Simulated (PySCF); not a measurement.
Computed with PBE-D3(BJ)/def2-TZVP // B3LYP-D3(BJ)/def2-SVP in PySCF 2.14.0. Isolated molecules, 0 K electronic values unless said otherwise. One relaxed conformer stands for a flexible species; it need not be the lowest. 

Reference species (SMILES): `C[CH2][Sn]([SH])([SH])[CH2]C` (neutral, multiplicity 1).

```json
{
  "LUMO": "-1.59 eV",
  "HOMO–LUMO gap": "4.15 eV"
}
```

Changed species: `C[CH2][Sn]([CH2]C)([CH2]C)[CH2]C` (0 of 4 C2H5 replaced by SH; the reference has 2 of 4 C2H5 replaced by SH).

Task: What does the change do to the LUMO and HOMO–LUMO gap?

Result: the LUMO rises by 1.34 eV, to -0.25 eV; the HOMO–LUMO gap rises by 1.46 eV, to 5.61 eV.
